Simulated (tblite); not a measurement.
C₇H₁₂Ge.
Cartesian coordinates in Å at the GFN2-xTB level; atoms count from 1:
```xyz
20
C7H12Ge angstrom
C      2.2066    0.7291    0.3670
C      0.9329    0.9559    0.6409
C     -0.1164   -0.0891    0.3776
C     -1.1531    0.4216   -0.5950
C     -2.5003   -0.2304   -0.6582
C     -2.3619    1.1533   -0.0965
Ge     0.9606   -1.6167   -0.3308
C      2.6519   -0.5902   -0.1924
H      2.9657    1.4812    0.5367
H      0.5964    1.9029    1.0400
H     -0.6161   -0.3441    1.3170
H     -0.7291    0.7598   -1.5346
H     -2.7033   -1.0391    0.0289
H     -2.9752   -0.3504   -1.6202
H     -2.7425    1.9833   -0.6730
H     -2.4748    1.2798    0.9701
H      0.9295   -2.8721    0.5024
H      0.5917   -2.0252   -1.7313
H      3.1520   -0.4442   -1.1514
H      3.3803   -1.0547    0.4743
```

Method: GFN2-xTB as coded in tblite; computed harmonic values from a numerical Hessian at the method's own geometry, unscaled. This tight-binding method is rough: wavenumbers can miss measured ones by several per cent, in bad cases by 10 to 20. Modes of hydrogen on germanium can be 10 to 20 % off. One conformer, not necessarily the lowest.

Harmonic wavenumbers (cm⁻¹): 33.8, 52.7, 133.7, 194.8, 273.2, 320.4, 368.3, 406.0, 469.3, 519.6, 557.9, 594.9, 652.8, 713.5, 766.7, 797.9, 804.9, 839.5, 853.6, 902.5, 910.1, 969.9, 987.6, 1002.9, 1034.6, 1067.0, 1072.7, 1091.0, 1101.8, 1107.7, 1146.9, 1155.1, 1182.9, 1217.2, 1228.3, 1257.4, 1317.7, 1388.8, 1441.7, 1442.7, 1491.0, 1708.1, 1927.9, 2002.8, 2913.7, 2942.9, 2966.3, 3020.4, 3045.9, 3063.6, 3077.7, 3082.5, 3084.8, 3101.9.

A = 2522, B = 1045, C = 785.7 MHz; mass 170.015 u (most abundant isotopes); point group C1, symmetry number 1.

Question: What is the zero-point energy?

Answer: Half the sum of the wavenumbers: 35405 cm⁻¹ = 423.53 kJ/mol.

Question: Entropy at 298.15 K, 1 bar (ideal gas, RRHO, classical rotation)?

Answer: Translation 172.91, rotation 123.14, vibration 107.14: S = 403.2 J/(mol K).

Question: And Cp and H(298.15 K) − H(0)?

Answer: Cp = 156.38 J/(mol K), of which vibrations give 123.12 (their classical limit is 54 R = 449.0); H(298.15 K) − H(0) = 26.68 kJ/mol without the zero-point energy, 16.76 from vibrations.

Question: How do the functions run with temperature in this model?

Answer: 
```json
{"T (K)": "50", "S (J/(mol K))": "252.3", "Cp (J/(mol K))": "51.8", "H − H(0) (kJ/mol)": "2.13", "G − H(0) (kJ/mol)": "-10.48", "ln q(vib)": "0.75"}
{"T (K)": "100", "S (J/(mol K))": "292.9", "Cp (J/(mol K))": "67.6", "H − H(0) (kJ/mol)": "5.11", "G − H(0) (kJ/mol)": "-24.18", "ln q(vib)": "1.85"}
{"T (K)": "373.15", "S (J/(mol K))": "442.3", "Cp (J/(mol K))": "193.4", "H − H(0) (kJ/mol)": "39.81", "G − H(0) (kJ/mol)": "-125.24", "ln q(vib)": "7.86"}
{"T (K)": "500", "S (J/(mol K))": "506.6", "Cp (J/(mol K))": "246.6", "H − H(0) (kJ/mol)": "67.86", "G − H(0) (kJ/mol)": "-185.46", "ln q(vib)": "10.94"}
{"T (K)": "750", "S (J/(mol K))": "621.4", "Cp (J/(mol K))": "318.2", "H − H(0) (kJ/mol)": "139.20", "G − H(0) (kJ/mol)": "-326.83", "ln q(vib)": "17.12"}
{"T (K)": "1000", "S (J/(mol K))": "719.6", "Cp (J/(mol K))": "363.4", "H − H(0) (kJ/mol)": "224.80", "G − H(0) (kJ/mol)": "-494.76", "ln q(vib)": "23.06"}
```

q(vib) and H(0) count from the zero-point level.

Question: What must be added to the electronic energy to get the Gibbs energy at 298.15 K and 1 bar?

Answer: ZPE + [H(298.15 K) − H(0)] − T·S = 423.53 + 26.68 − 120.21 = 330.00 kJ/mol.

Question: Blend soft modes into free rotors: weight 1/[1 + (100 cm⁻¹/ν̃)⁴] for the oscillator and the rest for a rotor with moment μB/(μ + B), μ = h/(8π²ν), B = 10⁻⁴⁴ kg m². What vibrational entropy results?

Answer: 95.28 J/(mol K) in place of 107.14, which changes −T·S at 298.15 K by +3.53 kJ/mol.

Question: Which modes carry the vibrational entropy at 298.15 K?

Answer: 33.8 cm⁻¹: 23.40; 52.7 cm⁻¹: 19.72; 133.7 cm⁻¹: 12.10; 194.8 cm⁻¹: 9.13; 273.2 cm⁻¹: 6.59; 320.4 cm⁻¹: 5.47 J/(mol K); the other 48 give 30.72 together.

Hindered rotation and anharmonicity are outside this model. Other conformers, if any are populated, would add a mixing term that is left out. The structure is chiral; the term R ln 2 for an equal mix with its mirror image is left out.

Hardware: one thread of an Intel Xeon Platinum 8488C, no GPU, shared host with 96 logical CPUs at a one-minute load of 42. Cost: 0.84 s of wall time. The figure is for the frequency step alone.
